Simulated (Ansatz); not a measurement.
`C=[N][Al]([CH3])[SeH]`, charge 0, multiplicity 1.

**Question.** Give a relaxed structure at PBE0-D4/def2-TZVP (the Gaussian-basis code of Ansatz). (Best estimate.)

**Answer.** Ansatz gave: 
```xyz
11

C     1.2718    1.8593   -0.9003
N     0.6056    0.8672   -0.5602
Al   -0.3323   -0.5274   -0.0813
C    -0.7313   -0.9024    1.7805
Se   -1.0883   -1.9269   -1.7794
H     2.3692    1.8326   -0.9966
H     0.8109    2.8337   -1.1289
H    -0.3327   -1.8760    2.0795
H    -0.3023   -0.1441    2.4396
H    -1.8108   -0.9303    1.9534
H    -0.4598   -1.0858   -2.8061
```
Point group Cs.
This is one stationary point; other conformers may exist.
